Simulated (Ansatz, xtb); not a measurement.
**Ranking isomers of Cl2H2NSi2**

10 gas-phase structures of Cl2H2NSi2, found in a search over its isomers (lower ones may exist). Each was relaxed with GFN2-xTB; where two conformers were screened, the lower at r2SCAN-D4/def2-SVP is listed:

A. `Cl[SiH]/N=[SiH]\Cl`, a doublet
B. `Cl/[Si]=N/[SiH2]Cl`, a doublet
C. `[H]/N=[Si]\[SiH](Cl)Cl`, a doublet
D. `[SiH2]N=[Si](Cl)Cl`, a doublet
E. `[H]/[Si]=N/[SiH](Cl)Cl`, a doublet
F. `Cl[Si]=N[SiH2]Cl`, a doublet
G. a doublet given by its coordinates
H. `[H]/N=[Si](/Cl)[SiH]Cl`, a doublet
I. `Cl[Si]N[SiH]Cl`, a doublet
J. `Cl[SiH]/N=[SiH]/Cl`, a doublet

G (Å):

```xyz
7

Cl    0.6036   -0.8107    1.2544
Cl   -1.4626    1.1401    5.1794
N    -1.9658    0.2289    0.3774
Si   -1.0966    0.1917    1.8581
Si   -2.4427    1.2049    3.3144
H    -1.5850   -0.0812   -0.4973
H    -2.8499    0.6881    0.2697
```

Close contacts (Å): Cl1–Si4 2.06, Cl2–Si5 2.11, N3–Si4 1.72, Si4–Si5 2.23, N3–H6 1.00, N3–H7 1.00.

Task: Estimate their order in r2SCAN-D4/def2-SVP energy at these geometries, lowest first.

Result: Calculated order at r2SCAN-D4/def2-SVP: I (0.0), E (24.9), B (27.3), F (32.7), A (53.2), G (53.5), D (58.0), J (58.3), H (146.4), C (157.9) kJ/mol. Less than 1 kcal/mol parts E and B; A and G; D and J, so the order within those pairs means little.

Energies above the lowest of each column, in kJ/mol; the last columns are at B3LYP-D3(BJ)/def2-SVP geometries and were run for some of them only (a dash: not run or not comparable):

```tsv
structure	GFN2-xTB	HF/STO-3G	r2SCAN-D4/def2-SVP	B3LYP-D3(BJ)/def2-SVP	CCSD(T)/def2-SVP
I	69.6	0.0	0.0	0.0	0.0
E	12.0	137.9	24.9	31.8	26.7
B	0.0	88.8	27.3	35.1	–
F	4.2	96.6	32.7	relaxes to B	–
A	3.0	191.9	53.2	–	–
G	78.7	167.9	53.5	–	–
D	13.9	192.5	58.0	–	–
J	1.1	194.0	58.3	–	–
H	79.3	242.4	146.4	–	–
C	75.8	268.3	157.9	–	–
```

CCSD(T)/def2-SVP puts I lowest of those it was run on; GFN2-xTB picks B. Some further structures that were screened fall inside this span and aren't listed. Flexible structures stand in one conformer each, not always the lowest. Frequencies (B3LYP-D3(BJ)/def2-SVP) were run for E, I alone. Open shells are spin-unrestricted, some with notable spin contamination.

Over these structures GFN2-xTB departs from r2SCAN-D4/def2-SVP by 32.9 kJ/mol on average once a common shift is removed. A GFN2-xTB relaxation took about 0.25 s and the r2SCAN-D4/def2-SVP energy about 4.8 s on a shared host (Ansatz 0.2.0, xtb 6.7.1).
